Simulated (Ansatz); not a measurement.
CH8O3Si2, SMILES `C[SiH](O)O[SiH2]O` at its PBE0-D4/def2-TZVP geometry, where that method's forces vanish. Charge 0, multiplicity 1.

```xyz
14

C    -1.6378   -0.8671   -1.6267
Si   -0.0063   -0.4719   -0.8604
O     0.4371    1.0273   -1.3617
O    -0.1251   -0.4978    0.7844
Si    0.4339    0.4652    1.9718
O     1.7973    1.2565    1.4739
H    -1.9865   -1.8509   -1.3042
H    -2.3861   -0.1241   -1.3408
H    -1.5585   -0.8722   -2.7164
H     1.0325   -1.4738   -1.2209
H     1.1747    1.4296   -0.8950
H    -0.5555    1.5184    2.2827
H     0.7405   -0.3802    3.1514
H     2.6399    0.8410    1.6620
```

Task: What forces (eV/Å) does PBE-D4/def2-TZVPP give on these atoms in the Gaussian-basis code of Ansatz? (Best estimate.)

Result: Computed: 
```
C1   0.018  0.009  0.001
Si2 -0.005 -0.281 -0.204
O3  -0.211  0.303 -0.412
O4  -0.257 -0.365  0.150
Si5 -0.131  0.014  0.347
O6   0.043  0.474 -0.211
H7  -0.069 -0.182  0.055
H8  -0.148  0.135  0.049
H9   0.004 -0.006 -0.206
H10  0.112 -0.130 -0.040
H11  0.340  0.185  0.209
H12 -0.109  0.132  0.036
H13  0.020 -0.101  0.143
H14  0.393 -0.187  0.082
```
